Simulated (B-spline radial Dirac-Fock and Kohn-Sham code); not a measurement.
**K-line shifts caused by a second vacancy in Ag²⁶⁺**

System: silver as Ag²⁶⁺, configuration [Ar] 3d3.

Input file task.json (cfg lists n, l and occupation; rrms is the nuclear radius in fm):

```json
{"items": [{
  "Z": 47,
  "q": 26,
  "cfg": [[1, 0, 2], [2, 0, 2], [2, 1, 6], [3, 0, 2], [3, 1, 6], [3, 2, 3]],
  "A": 107,
  "rrms": 4.5454,
  "do": ["binding", "quiet", "double"]
}]}
```

Run with: `python xray_run.py task.json out`

Calculated with a B-spline atomic structure program, using multi-electron Dirac-Fock with separately optimised hole states, Breit and Lamb-shift corrections added in first order. Each two-hole energy is an average over J within one jj subconfiguration, not an observable level; in light atoms, where LS coupling holds, the j-resolved values are not observed lines, and for a K spectator the Kα1 hypersatellite is nearly forbidden. Correlation and solid-state effects are left out.

Lines without a spectator: Kα2 (K-L2) 22008.8 eV, Kα1 (K-L3) 22183.9 eV, Kβ3 (K-M2) 25104.3 eV, Kβ1 (K-M3) 25142.1 eV. Shifts in eV with one spectator hole (a dash: not computed, or left out as unreliable):

```csv
spectator hole,Kα2,Kα1,Kβ3,Kβ1
K (1s),+536.8,+552.0,+692.1,+695.8
L2 (2p1/2),+61.3,+76.6,–,+168.6
L3 (2p3/2),+61.4,+61.4,+152.2,–
M2 (3p1/2),–,+12.02,+30.3,+34.9
M3 (3p3/2),+9.57,–,+31.3,+30.8
```

With n spectator holes in 2p, averaged over the 2p shell (energies in eV):

| n | KαLⁿ | step | hypersatellite KαʰLⁿ |
| --- | --- | --- | --- |
| 0 | 22125.5 | – | 22672.4 |
| 1 | 22190.9 | +65.5 | 22739.4 |
| 2 | 22257.9 | +66.9 | 22807.8 |
| 3 | 22326.2 | +68.4 | 22877.8 |
| 4 | 22396.1 | +69.8 | 22949.1 |
| 5 | 22467.4 | +71.3 | 23022.0 |
